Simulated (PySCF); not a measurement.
# Choosing a basis for TDDFT

Compound: CH7NOSi.
InChI=1S/CH7NOSi/c2-1-4-3/h3H,1-2,4H2

TDDFT with PBE0 (PySCF), vertical singlets, core orbitals frozen in the response, spherical d and f functions. Geometry: PBE0-D3(BJ)/def2-SVP, one conformer, isolated molecule.

| basis | functions | diffuse | S1 (eV) | S2 (eV) | S3 (eV) | S4 (eV) | S5 (eV) | LUMO (eV) | α (au) |
| --- | --- | --- | --- | --- | --- | --- | --- | --- | --- |
| 6-31G* | 74 | no | 6.81 | 7.36 | 7.56 | 8.22 | 8.37 | 1.04 | 41.7 |
| 6-31+G* | 90 | yes | 5.92 | 6.58 | 6.92 | 7.26 | 7.29 | -0.17 | 48.3 |
| def2-SVP | 95 | no | 6.72 | 7.43 | 7.64 | 8.17 | 8.35 | 1.02 | 44.1 |
| def2-SVPD | 143 | yes | 6.27 | 6.90 | 7.22 | 7.63 | 7.73 | 0.23 | 53.4 |
| aug-cc-pVDZ | 159 | yes | 5.77 | 6.46 | 6.80 | 6.84 | 7.08 | -0.39 | 54.7 |
| def2-TZVP | 172 | no | 6.32 | 7.00 | 7.25 | 7.78 | 7.92 | 0.38 | 50.1 |
| def2-TZVPD | 220 | yes | 5.97 | 6.63 | 6.99 | 7.37 | 7.37 | -0.10 | 54.3 |

Q: How much do these states and the polarisability depend on the basis?

A: States are compared by their number. Against the largest diffuse basis here (def2-TZVPD, itself not a converged limit), sets without diffuse functions differ by up to 0.85 eV in S1 and 1.00 eV in S5; the smaller diffuse sets differ by up to 0.30 and 0.35 eV. State by state, the largest deviation of a set without diffuse functions is S1 0.85, S2 0.80, S3 0.65, S4 0.85, S5 1.00 eV. The same number needn't mean the same state in each row. Against def2-TZVPD the polarisability deviates by -23% in 6-31G*, -11% in 6-31+G*, -19% in def2-SVP, -2% in def2-SVPD, +1% in aug-cc-pVDZ, -8% in def2-TZVP. A single + in a Pople set puts diffuse functions on heavy atoms only.

Without π bonds the low states are Rydberg-like; a valence basis with one diffuse set may place them up to an eV too high.
